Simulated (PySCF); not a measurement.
# How methods differ on the ionisation energy of Xe

Xe [Xe] (1S) → Xe⁺ [Kr] 4d10 5s2 5p5 (2P), as a difference of total energies. Calculation: PySCF 2.14, in aug-cc-pwCVDZ-PP with ECP28MDF (6s5p4d1f, 48 functions); scalar relativity through the core potential. Correlated levels: valence: 4s2 4p6 4d10 frozen; valence and next inner shell: nothing frozen outside the core potential. The calculations carry no spin-orbit coupling.

```json
{"method": "UHF", "ionisation energy (eV)": "11.578", "error (eV)": "-0.987"}
{"method": "LDA", "ionisation energy (eV)": "12.689", "error (eV)": "+0.124"}
{"method": "PBE", "ionisation energy (eV)": "12.408", "error (eV)": "-0.157"}
{"method": "PBE0", "ionisation energy (eV)": "12.479", "error (eV)": "-0.086"}
{"method": "r2SCAN", "ionisation energy (eV)": "12.530", "error (eV)": "-0.035"}
{"method": "wB97X", "ionisation energy (eV)": "12.442", "error (eV)": "-0.123"}
{"method": "B3LYP", "ionisation energy (eV)": "12.515", "error (eV)": "-0.050"}
{"method": "r2SCAN0", "ionisation energy (eV)": "12.549", "error (eV)": "-0.016"}
{"method": "PBEsol", "ionisation energy (eV)": "12.448", "error (eV)": "-0.117"}
{"method": "MP2 (valence)", "ionisation energy (eV)": "12.258", "error (eV)": "-0.307"}
{"method": "SCS-MP2 (valence)", "ionisation energy (eV)": "12.191", "error (eV)": "-0.374"}
{"method": "MP2 (valence and next inner shell)", "ionisation energy (eV)": "12.353", "error (eV)": "-0.212"}
{"method": "SCS-MP2 (valence and next inner shell)", "ionisation energy (eV)": "12.252", "error (eV)": "-0.313"}
```

Reference: 12.565 eV (measured; NIST levels, between the centres of gravity of the two terms).

Errors of the correlated levels include the incompleteness of this basis and the frozen core.
